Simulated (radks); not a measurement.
Spin polarisation of the 3s1 shell in the aluminium ion Al2+. Start: [Ne] 3s(up 0.5, down 0.5); electrons of 3s are moved from spin down to spin up, other shells keep equal spins. All-electron calculation, non-relativistic Kohn-Sham, PBEsol, spin-polarised, spherical densities, point nucleus. Program: a radial shooting solver on a logarithmic mesh with Libxc functionals.

\begin{tabular}{lrrrr}
moment (Bohr magnetons) & E - E(0) (eV) & e(3s up) (eV) & e(3s down) (eV) & 2p down minus up (eV) \\ \hline
0 & 0.000 & -23.608 & -23.608 & 0.000 \\
0.25 & -0.032 & -23.848 & -23.338 & 0.055 \\
0.5 & -0.127 & -24.061 & -23.044 & 0.112 \\
0.75 & -0.285 & -24.245 & -22.759 & 0.171 \\
\end{tabular}

At moment 0.75 the spin-polarisation energy is -0.285 eV and the 3s exchange splitting 1.486 eV, that is 1.981 eV per Bohr magneton; E = -I m^2/4 would give I = 2.024 eV.
